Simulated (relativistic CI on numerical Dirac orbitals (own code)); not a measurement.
## V+ in a cubic cluster: 3s photoemission with charge transfer

Computed with a charge-transfer multiplet model of a cubic metal-ligand cluster with up to 2 ligand holes, Slater and spin-orbit integrals from Dirac-Coulomb-Breit ions, Slater integrals scaled by 0.7. The parameters are those of a tetrahedral site (10Dq negative, t2 hopping the larger). The ground state mixes d4 with configurations of k ligand holes L, whose averages lie at kΔ + k(k − 1)U_dd/2; a core hole lowers each added d electron by U_cd. 300 K, Lorentzian 1.4 eV and Gaussian 0.8 eV FWHM.

Atomic integrals in eV (Slater integrals scaled, ζ unscaled), ground: F2dd 5.287, F4dd 3.249, zeta_d 0.015; with the core hole: F2dd 6.402, F4dd 3.985, zeta_d 0.021, G2cd 6.774.

Cluster parameters (eV): Δ = 6, U_dd = 5.7, 10Dq = -0.3, 10Dq(ligand) = 0, V(eg) = 1.27, V(t2g) = -2.17, final-state hopping factor = 1.

| Case | n_d | d4 | d5L | d6L2 | S |
| --- | --- | --- | --- | --- | --- |
| U_cd = 4.8 eV | 4.31 | 0.71 | 0.27 | 0.02 | 2.00 |
| U_cd = 6.6 eV | 4.31 | 0.71 | 0.27 | 0.02 | 2.00 |
| U_cd = 8.4 eV | 4.31 | 0.71 | 0.27 | 0.02 | 2.00 |

Weights, n_d and S are thermal averages at 300 K. Binding energies count from the first peak over 30 % of the highest in each spectrum, which can be another peak from case to case. The parameters are a model scan and need not match a compound or its usual spin state. Peaks in eV (height, largest 100):
- U_cd = 4.8 eV: 0.0 (100), 5.9 (48), 14.9 (8)
- U_cd = 6.6 eV: 0.0 (100), 7.2 (53), 15.0 (17)
- U_cd = 8.4 eV: 0.0 (100), 4.6 (37), 7.2 (60), 9.1 (44), 15.7 (28)

Curve for U_cd = 8.4 eV (points under 2 left out, the grid thinned):

```json
{"E (eV)": "-3.3", "Intensity": "6.1"}
{"E (eV)": "-2.7", "Intensity": "8.7"}
{"E (eV)": "-2.2", "Intensity": "12.6"}
{"E (eV)": "-1.6", "Intensity": "22.2"}
{"E (eV)": "-1.1", "Intensity": "40.0"}
{"E (eV)": "-0.5", "Intensity": "79.7"}
{"E (eV)": "0.0", "Intensity": "100.0"}
{"E (eV)": "0.6", "Intensity": "70.2"}
{"E (eV)": "1.1", "Intensity": "39.9"}
{"E (eV)": "1.7", "Intensity": "23.0"}
{"E (eV)": "2.2", "Intensity": "18.6"}
{"E (eV)": "2.8", "Intensity": "20.4"}
{"E (eV)": "3.3", "Intensity": "27.4"}
{"E (eV)": "3.9", "Intensity": "35.5"}
{"E (eV)": "4.4", "Intensity": "36.8"}
{"E (eV)": "5.0", "Intensity": "36.6"}
{"E (eV)": "5.5", "Intensity": "36.0"}
{"E (eV)": "6.1", "Intensity": "39.6"}
{"E (eV)": "6.6", "Intensity": "50.5"}
{"E (eV)": "7.2", "Intensity": "60.4"}
{"E (eV)": "7.7", "Intensity": "52.2"}
{"E (eV)": "8.3", "Intensity": "40.8"}
{"E (eV)": "8.9", "Intensity": "43.0"}
{"E (eV)": "9.4", "Intensity": "42.6"}
{"E (eV)": "10.0", "Intensity": "29.3"}
{"E (eV)": "10.5", "Intensity": "18.3"}
{"E (eV)": "11.1", "Intensity": "11.9"}
{"E (eV)": "11.6", "Intensity": "10.1"}
{"E (eV)": "12.2", "Intensity": "9.7"}
{"E (eV)": "12.7", "Intensity": "9.2"}
{"E (eV)": "13.3", "Intensity": "9.1"}
{"E (eV)": "13.8", "Intensity": "10.7"}
{"E (eV)": "14.4", "Intensity": "14.4"}
{"E (eV)": "14.9", "Intensity": "19.6"}
{"E (eV)": "15.5", "Intensity": "27.3"}
{"E (eV)": "16.0", "Intensity": "27.0"}
{"E (eV)": "16.6", "Intensity": "17.4"}
{"E (eV)": "17.1", "Intensity": "10.5"}
{"E (eV)": "17.7", "Intensity": "6.2"}
{"E (eV)": "18.2", "Intensity": "4.4"}
{"E (eV)": "18.8", "Intensity": "3.2"}
{"E (eV)": "19.3", "Intensity": "2.6"}
{"E (eV)": "19.9", "Intensity": "2.3"}
{"E (eV)": "20.4", "Intensity": "2.0"}
{"E (eV)": "22.7", "Intensity": "2.0"}
```

For the case U_cd = 6.6 eV, Δ = 6 eV is larger than U_dd = 5.7 eV, the Mott-Hubbard side of the Zaanen-Sawatzky-Allen scheme. With the core hole the configuration with one ligand hole lies at Δ − U_cd = 1.2, -0.6, -2.4 eV from the one without, in the order of the table; where this is negative the screened configuration lies lower, though the effective hopping of about 4.6 eV (from the holes of the mixed ground state) mixes the two strongly wherever it is as large as the gap.

Without intra-shell correlation the exchange splitting of the 3s hole comes out too large.
